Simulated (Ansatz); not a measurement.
`B[Se][SiH2][SiH3]` + H₂O → `BO` + `[SiH3][SiH2][SeH]` at 298.15 K and 1 bar (formal hydrolysis of a B–Se bond).

Program: Ansatz. Geometries: PBE0-D4/def2-TZVP. ΔE: electronic, gas phase. CCSD(T)/CBS is the MP2 limit (def2-TZVPP, def2-QZVPP) plus CCSD(T) − MP2 in def2-TZVPP, frozen cores. This one scheme is used for every species. For Se outer-core shells are correlated without core-valence functions, which leaves a few kJ/mol of doubt a bond. Scalar relativity is left out up to krypton. Each species was taken in one conformer, which may not be the lowest.

```
            species  CCSD(T)/CBS energy (Eh)  H − E (kJ/mol)  S (J/(mol·K))
`B[Se][SiH2][SiH3]`              -3007.88916           192.0          379.2
                H₂O                -76.37941            66.4          188.7
               `BO`               -101.80414           103.5          230.4
`[SiH3][SiH2][SeH]`              -2982.48284           151.5          349.1
```

H − E and S are ideal-gas, rigid-rotor, harmonic terms from PBE0-D4/def2-TZVP, for one conformer and one mirror image of each species. 1 Eh = 2625.50 kJ/mol, R = 8.31446 J/(mol·K).

Question: By hand: ΔE, ΔH, ΔS and ΔG.

Answer: ΔE = (-101.80414) + (-2982.48284) − (-3007.88916) − (-76.37941) = -0.01841 Eh = -48.3 kJ/mol. Δ(H − E) = 103.5 + 151.5 − 192.0 − 66.4 = -3.4, so ΔH = -51.7 kJ/mol. ΔS = 230.4 + 349.1 − 379.2 − 188.7 = 11.6 J/(mol·K). ΔG = -51.7 − 298.15 × (11.6)/1000 = -55.2 kJ/mol.

Question: By hand: the equilibrium constant, and the temperature at which ΔG would vanish if ΔH and ΔS stayed fixed.

Answer: log₁₀ K = −ΔG/(RT ln 10) = 9.7. ΔH and −TΔS have one sign here, so there is no such temperature.

The number of gas molecules stays the same, so ΔS is small and ΔH decides. A doubt of 5 kJ/mol in ΔE shifts log₁₀ K by 0.9 here. Other conformers and mirror images would add mixing entropy, several J/(mol·K) or more a flexible species. Modes under 60 cm⁻¹, often nearly free rotors, make the harmonic entropy too high. These are equilibria of isolated gas molecules and say nothing of rates. Largest T1 diagnostic: 0.014 (customary marks: 0.02 for closed shells, 0.045 for open ones).

ΔS is within the doubt of such terms, so its sign, and with it that verdict, could turn.
